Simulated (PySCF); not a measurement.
A structure optimised at PBE0-D3(BJ)/def2-SVP, used in a PySCF frequency run:

```xyz
10

Al    -1.0611    -0.5860     0.0000
H     -2.6164    -0.7571     0.0000
N     -0.3007     1.0229     0.0000
C      0.1989     2.1151     0.0000
O      0.6853     3.1774     0.0000
O     -0.0809    -1.9563     0.0000
C      1.2595    -2.3215     0.0000
H      1.4942    -2.9321    -0.8893
H      1.9409    -1.4506     0.0000
H      1.4942    -2.9321     0.8893
```
Charge 0, spin multiplicity 1.

Task: Write its SMILES, formula and point group.

Result: C[O][AlH][N]=C=O, C2H4AlNO2, Cs

Task: What are its rotational constants (standard atomic weights)?

Result: 6.7266, 1.3074, 1.1022 GHz
